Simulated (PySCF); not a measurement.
**Radial density of Zn+ (zinc, charge +1)**

UHF, [Ar] 3d10 4s1, 2S determinant. Computed with PySCF 2.14 in aug-cc-pVDZ-PP with ECP10MDF, with a scalar-relativistic core potential. This is the valence pseudo-density: the core potential removes the inner electrons and smooths the orbitals near the nucleus.

| r (bohr) | 4πr²ρ (e/bohr) | 4πr²(ρα − ρβ) |
| --- | --- | --- |
| 0.00638 | 1.282e-05 | 0.0000 |
| 0.0107 | 3.613e-05 | 0.0000 |
| 0.0181 | 0.0001077 | 0.0000 |
| 0.0304 | 0.0004811 | 0.0000 |
| 0.0511 | 0.005070 | 0.0000 |
| 0.0859 | 0.07091 | -0.0004 |
| 0.145 | 0.7112 | -0.0043 |
| 0.243 | 4.506 | -0.0183 |
| 0.409 | 17.80 | -0.0065 |
| 0.688 | 22.90 | -0.0325 |
| 1.16 | 7.449 | 0.1156 |
| 1.95 | 1.304 | 0.4563 |
| 3.27 | 0.2918 | 0.2541 |
| 5.51 | 0.01863 | 0.0186 |
| 9.26 | 8.641e-05 | 0.0001 |

Energies and moments cover only the electrons outside the core potential.

Q: Where is the radial spin density 4πr²(ρα − ρβ) most negative, and why is it negative at all?

A: Around r = 0.688 bohr, down to -0.0325 e/bohr: exchange with the open shell polarises the paired shells in an unrestricted calculation.
